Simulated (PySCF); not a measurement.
**Magnetic susceptibility: `OCC[C@@H](F)Br`, C3H6BrFO**

Geometry:
```json
{"atom": "O1", "x (Å)": "-2.081", "y (Å)": "-0.078", "z (Å)": "0.733"}
{"atom": "C2", "x (Å)": "-0.959", "y (Å)": "0.396", "z (Å)": "0.025"}
{"atom": "C3", "x (Å)": "0.214", "y (Å)": "-0.524", "z (Å)": "0.366"}
{"atom": "C4", "x (Å)": "1.460", "y (Å)": "-0.268", "z (Å)": "-0.456"}
{"atom": "F5", "x (Å)": "1.302", "y (Å)": "-0.734", "z (Å)": "-1.721"}
{"atom": "Br6", "x (Å)": "1.895", "y (Å)": "1.639", "z (Å)": "-0.623"}
{"atom": "H7", "x (Å)": "-2.831", "y (Å)": "0.499", "z (Å)": "0.561"}
{"atom": "H8", "x (Å)": "-0.725", "y (Å)": "1.428", "z (Å)": "0.319"}
{"atom": "H9", "x (Å)": "-1.144", "y (Å)": "0.372", "z (Å)": "-1.059"}
{"atom": "H10", "x (Å)": "0.449", "y (Å)": "-0.416", "z (Å)": "1.427"}
{"atom": "H11", "x (Å)": "-0.096", "y (Å)": "-1.557", "z (Å)": "0.190"}
{"atom": "H12", "x (Å)": "2.350", "y (Å)": "-0.751", "z (Å)": "-0.039"}
```

Computed, not measured: PySCF, GIAO CAM-B3LYP/pcSseg-1 magnetisability, rotational g tensor and spin-rotation constants, non-relativistic, gas phase. Geometry: GFN2-xTB, dihedral held. The dihedral C2–C3–C4–Br6 is held at 45°.

The calculation is non-relativistic, which matters for the atoms heavier than Zn.

How diamagnetic is it, and how anisotropic?

Isotropic -1214 × 10⁻³⁰ J/T², or -73.1 × 10⁻⁶ cm³/mol; principal values -1292, -1232, -1118 × 10⁻³⁰ J/T², anisotropy 153 × 10⁻³⁰ J/T² (root of half the summed squared differences of the principal values). The susceptibility is in cgs units.

Split it along the inertial axes a, b, c into diamagnetic and paramagnetic parts about the centre of mass, with the quadrupole moment.


| axis | χ (10⁻⁶ cm³/mol) | diamagnetic (10⁻⁶ cm³/mol) | paramagnetic (10⁻⁶ cm³/mol) | summed x² of all electrons (Å²) | quadrupole Θ (D Å) |
| --- | --- | --- | --- | --- | --- |
| a | -76.0 | -400.9 | 324.9 | 209.6 | -4.51 |
| b | -73.2 | -996.5 | 923.4 | 69.3 | +1.51 |
| c | -70.1 | -1183.2 | 1113.1 | 25.2 | +3.00 |

Anisotropies 2χaa − χbb − χcc = -8.8 and 2χbb − χaa − χcc = -0.2 × 10⁻⁶ cm³/mol. Θ is traceless in Buckingham's convention.

And the rotational g tensor?


```
axis  rotational constant (GHz)        g  nuclear part  electronic part
   a                     3.6021  -0.0114        0.5384          -0.5498
   b                     1.2277  -0.0076        0.5250          -0.5326
   c                     1.0017  -0.0080        0.5158          -0.5238
```
Asymmetric top; isotopes 79Br, 12C, 19F, 1H, 16O; no vibrational averaging.
